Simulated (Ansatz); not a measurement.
The same path of CH4 + Cl2Si (8 atoms, charge 0, multiplicity 1) was run twice with different band settings. Lost on the way: H4–C5. Made: Si1–H4, Si1–C5.

These are results of RKS BHLYP/def2-SVP in Ansatz 0.2.0, not measurements.

Relaxed end points:

```xyz
8
Properties=species:S:1:pos:R:3
Si -1.371 -1.917 -0.893
Cl 0.615 -2.458 -1.246
Cl -1.638 -0.405 -2.309
H -0.306 0.310 1.287
C 0.479 0.955 0.887
H 0.637 0.744 -0.171
H 0.179 1.997 1.009
H 1.405 0.774 1.436
```

```xyz
8
Properties=species:S:1:pos:R:3
Si -0.518 -0.630 -0.136
Cl 0.642 -2.238 -0.704
Cl -1.715 -0.082 -1.723
H -1.397 -1.076 0.954
C 0.578 0.788 0.330
H 1.208 1.078 -0.514
H -0.024 1.652 0.626
H 1.225 0.509 1.167
```

Common settings: movable images 7; climbing image yes; optimiser quadratic models (default); start path through a guess of the saddle point; force threshold 0.05 eV/Å; iteration limit 60; end points relaxed.

| run | spring |
| --- | --- |
| 1 | 5.0 eV/Å² |
| 2 | 2.0 to 10.0 eV/Å², energy-weighted |

Problem. What does each run give, and how far can it be trusted?

Solution. Run 1: converged after 7 iterations, highest image 2.359 eV above the first end. Neighbouring images differ by up to 1.8 eV, so the band resolves the path poorly. A vibrational analysis at the climbing image gives one clearly imaginary mode, 1512i cm⁻¹: a first-order saddle point.
Run 2: converged after 7 iterations, highest image 2.359 eV above the first end. Neighbouring images differ by up to 1.7 eV, so the band resolves the path poorly. Another band between the same ends (7 images) ends at a top of the same energy, where a vibrational analysis finds 1 clearly imaginary mode.
The orbitals stay closed-shell, which can raise the energy where a bond breaks towards radicals; this wasn't checked here.
